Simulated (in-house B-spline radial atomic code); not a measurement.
Configurations of Se³⁺, with energies counted from [Ar] 3d10 4s2 4p1. Computed with an all-electron radial atomic-structure program (B-spline basis): scalar-relativistic (X2C) HSE06, spin-polarised, spherical fractional occupations, Fermi nucleus of rms radius 4.14 fm. Shells without spins written out take the highest spin.

Caution: exact exchange at fractional occupations of open shells leaves self-interaction of up to several eV.

Occupations are held fixed; configurations that lie above the ionisation limit could autoionise.

| configuration | E - E(ref) (eV) | highest orbital | its <r> (bohr) |
| --- | --- | --- | --- |
| [Ar] 3d10 4s2 5s1 | 18.21 | 5s up | 3.565 |
| [Ar] 3d10 4s2 5d1 | 27.983 | 5d up | 5.303 |
| [Ar] 3d10 4s1 4p1 4d1 | 28.697 | 4d up | 2.564 |
| [Ar] 3d10 4s(1 up, 0 down) 4p(0 up, 1 down) 5s(1 up, 0 down) | 32.386 | 5s up | 3.533 |
| [Ar] 3d10 4s1 4p1 4f1 | 39.98 | 4f up | 4.084 |
| [Ar] 3d9 4s2 4p2 | 60.01 | 4p up | 1.797 |
| [Ar] 3d(5 up, 4 down) 4s2 4p(0 up, 1 down) 5s(0 up, 1 down) | 81.95 | 5s down | 3.443 |

Task: Order these further configurations by energy, lowest first.
A. [Ar] 3d10 4s2 4f1
B. [Ar] 3d10 4s1 4p1 5p1
C. [Ar] 3d9 4s2 4p1 5p1
D. [Ar] 3d(5 up, 4 down) 4s2 4p(0 up, 1 down) 5f(1 up, 0 down)
E. [Ar] 3d(5 up, 4 down) 4s2 4p(0 up, 1 down) 5d(1 up, 0 down)

Result: A (27.828 eV), B (34.551 eV), C (86.058 eV), E (92.178 eV), D (97.017 eV).

Task: How far above the reference does [Ar] 3d10 4s1 4p2 lie?

Result: 10.051 eV; its least bound orbital is 4p up with <r> = 1.862 bohr.

Task: How far above the reference does [Ar] 3d9 4s2 4p1 5f1 lie?

Result: 96.647 eV; its least bound orbital is 5f up with <r> = 7.105 bohr.
